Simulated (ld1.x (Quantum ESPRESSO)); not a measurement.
**Varying the PAW potential for B**

Base potential:

```
Element                 : B (Z = 5)
Generator               : ld1.x (Quantum ESPRESSO) 7.5
Type                    : PAW
Functional              : PBE
Relativity              : non-relativistic
Frozen core             : [He]
Valence charge          : 3
Reference configuration : 2s1 2p2
Partial waves           : 2s (bound): rcut 1.20, rcutus 1.35 bohr; 2s channel at -0.35 Ry: rcut 1.20, rcutus 1.35 bohr; 2p (bound): rcut 3.85, rcutus 4.05 bohr; 2p channel at 0.5 Ry: rcut 3.85, rcutus 4.05 bohr
Local potential         : all-electron potential smoothed inside 3.70 bohr (lloc = -1)
Core correction         : Bessel-smoothed model core inside 0.75 bohr
Augmentation charge     : BESSEL, radius 1.20 bohr
```

All-electron outer shells of the reference configuration (PBE, non-relativistic, ld1.x):

```csv
shell,level (eV),outermost node (bohr),outermost maximum (bohr)
2s,-9.91,0.46,1.52
2p,-4.06,–,1.55
```

Cutoffs, loose and tight: the cutoffs (Ry, on a coarse ladder) from which the occupation-weighted sum of valence levels, in a spherical-Bessel basis at the reference potential, stays within 10 and 1 mRy of its value at 400 Ry. They do not see the model core or the augmentation charge, which bear on the density cutoff. Test errors are all-electron minus pseudo excitation energies from the reference, over the configurations 2s2 2p1; 2s2 2p0; 2s1 2p0; 2s1 2p1; 2s2 2p0.5; 2s0 2p3; 2s2 2p1.3. A dash means not determined; rows that change the core or the reference have their own tests.

Cutoffs are not given where the Bessel-basis levels miss the radial ones by over 6 mRy, ghosts where they miss by over 20 mRy; a channel whose overlap is not positive is not tested.

A file whose overlap is not positive is unfit for use, and its test errors describe a broken file.

| change | outcome | bound ghosts | largest test error (meV) |
| --- | --- | --- | --- |
| base | generated, overlap not positive | not determined (overlap not positive) | +3530 |
| core correction a·sin(br)/r model core, default radius (ld1.x builds one for every PAW set, though the input has nlcc=.false.) | generated, overlap not positive | not determined (overlap not positive) | +2283 |
| core correction Bessel-smoothed model core inside 0.58 bohr | generated, overlap not positive | not determined (overlap not positive) | +3666 |
| core correction Bessel-smoothed model core inside 0.74 bohr | generated, overlap not positive | not determined (overlap not positive) | +3541 |
| core correction Bessel-smoothed model core inside 0.90 bohr | generated, overlap not positive | not determined (overlap not positive) | +3309 |
| core correction Bessel-smoothed model core inside 1.10 bohr | generated, overlap not positive | not determined (overlap not positive) | +3002 |
| core correction Bessel-smoothed model core inside 1.26 bohr | generated, overlap not positive | not determined (overlap not positive) | +2754 |
| core correction Bessel-smoothed model core inside 1.48 bohr | generated, overlap not positive | not determined (overlap not positive) | +2467 |
| core correction Bessel-smoothed model core inside 1.62 bohr | generated, overlap not positive | not determined (overlap not positive) | +2378 |
